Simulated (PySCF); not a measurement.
C₄H₃Cl₂F, SMILES C#C[C@H](F)C(Cl)Cl.

Geometry optimised at B3LYP-D3(BJ)/def2-SVP. The structure was generated by enumeration; whether it is a known compound was not checked. The values are those of a single conformer.

Level of theory: PBE/def2-TZVP (PySCF).

Isolated molecule, no solvent.

Computed frontier levels, gap, dipole moment and polarisability:
```yaml
highest_occupied_level: -7.19 eV
lowest_empty_level: -1.56 eV
orbital_gap: 5.63 eV
dipole_moment: 1.22 D
quadrupole, principal values (traceless, Buckingham form, about the centre of nuclear charge): -9.23, -1.39, 10.61 D·Å
mean_static_polarisability: 70.6 bohr³ (10.46 Å³)
polarisability_principal_values: 61.7, 70.6, 79.5 bohr³
```
